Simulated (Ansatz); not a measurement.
The pair A = H2S (SMILES S) (first 3 atoms), B = C2H3N (SMILES CC#N); geometry from B3LYP-D3(BJ)/def2-TZVP.
(charge 0, multiplicity 1):
| atom | x (Å) | y (Å) | z (Å) |
|---|---|---|---|
| S | 0.5070 | -0.1819 | -0.8616 |
| H | 0.3893 | 0.0658 | 0.4564 |
| H | 0.8250 | 1.0922 | -1.1398 |
| C | -0.1935 | 0.6217 | 5.2891 |
| C | 0.0062 | 0.5362 | 3.8519 |
| N | 0.1636 | 0.4679 | 2.7163 |
| H | 0.7150 | 0.9813 | 5.7726 |
| H | -1.0085 | 1.3101 | 5.5134 |
| H | -0.4414 | -0.3608 | 5.6911 |

The values were computed with Ansatz (a quantum-chemistry and plane-wave program) with Gaussian orbitals. Values without a source in brackets are computed.

Total energies (hartree), monomers frozen at their geometry in the pair:

| structure | HF/aug-cc-pV(D+d)Z | PBE/def2-TZVPPD | B3LYP/def2-TZVPPD |
|---|---|---|---|
| AB | -530.6483825 | -531.8697576 | -532.2429421 |
| A in the pair's basis | -398.7023216 | -399.2293355 | -399.4280492 |
| B in the pair's basis | -131.9439859 | -132.6362131 | -132.8117345 |
| A | -398.7022031 | -399.2292701 | -399.4279940 |
| B | -131.9436922 | -132.6361466 | -132.8116691 |

### Question
Work out the interaction energy without and with the counterpoise correction, and the superposition error, for each level.

### Answer

E(AB) − E(A) − E(B), times 627.509 kcal/mol, with the monomers in their own basis and then in the pair's basis:
- HF/aug-cc-pV(D+d)Z: -1.56 uncorrected, -1.30 corrected; the monomers gain 0.26 kcal/mol from borrowed functions
- PBE/def2-TZVPPD: -2.72 uncorrected, -2.64 corrected; the monomers gain 0.08 kcal/mol from borrowed functions
- B3LYP/def2-TZVPPD: -2.06 uncorrected, -1.98 corrected; the monomers gain 0.08 kcal/mol from borrowed functions
